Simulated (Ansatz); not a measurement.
Diatomic CuS, multiplicity 2 (the spin of the measured ground state). No spin–orbit coupling. Cu is treated without relativity.

D_e counts from the fitted minimum to each atom's lowest state at the same level, without counterpoise.

Codes used: Ansatz (Gaussian orbitals). 

```csv
level,bond energy D_e (eV)
SVWN5/def2-TZVPP,3.719
PBE/def2-TZVPP,3.075
r2SCAN/def2-TZVPP,3.067
B97M-V/def2-TZVPP,2.972
B3LYP/def2-TZVPP,2.659
PBE0/def2-TZVPP,2.760
BHLYP/def2-TZVPP,[?]
wB97X-V/def2-TZVPP,2.885
wB97M-V/def2-TZVPP,2.895
```

### Question
Fill in the missing entries.

### Answer

- BHLYP/def2-TZVPP, bond energy D_e (eV): 2.404

Ansatz is a first-principles code.
